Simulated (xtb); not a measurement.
C₂H₉N₃Si, SMILES C/C=N/[SiH](N)N. All values are semi-empirical tight-binding results from xtb (GFN2-xTB unless named), good for trends rather than for accurate numbers. Geometry: GFN2-xTB. The structure was generated by enumeration; whether it is a known compound was not checked. One conformer was computed; it need not be the lowest.

| Item | Value |
|---|---|
| orbital gap | 3.06 eV |
| dipole moment | 1.92 D |
| zero-point energy | 73.1 kcal/mol |
| G − E(el) at 298.15 K (modified RRHO) | 51.5 kcal/mol |
| static polarisability (D4 model) | 80.4 bohr³ |
| solvation energy, GFN2-xTB/ALPB(water) | -5.6 kcal/mol |
| solvation energy, GFN2-xTB/ALPB(octanol) | -7.6 kcal/mol |
